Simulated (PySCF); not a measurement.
**Excitation energy of P by level of theory**

P [Ne] 3s2 3p3 (4S) → P [Ne] 3s1 3p4 (4P), as a difference of total energies. Computed with PySCF 2.14 in dyall-acv3z, with scalar relativity by spin-free X2C-1e. Correlated levels: valence: [Ne] frozen; virtual orbitals above 40 to 60 times the deepest correlated orbital energy dropped. The calculations carry no spin-orbit coupling.

```
           method  excitation energy (eV)
              UHF                   7.970
    MP2 (valence)                   8.109
SCS-MP2 (valence)                   8.141
   CCSD (valence)                   7.636
CCSD(T) (valence)                   7.457
```

Errors of the correlated levels include the incompleteness of this basis and the frozen core.

The coupled-cluster amplitudes are large for the upper state (T1 above 0.03 or a double amplitude above 0.15), so a single reference is strained.

Question: Which method comes closest to the reference value, and which is furthest?

Answer: The reference is 7.395 eV (measured; NIST levels, between the centres of gravity of the two terms). Closest: CCSD(T) (valence) (error 0.062 eV); furthest: SCS-MP2 (valence) (error 0.746 eV).
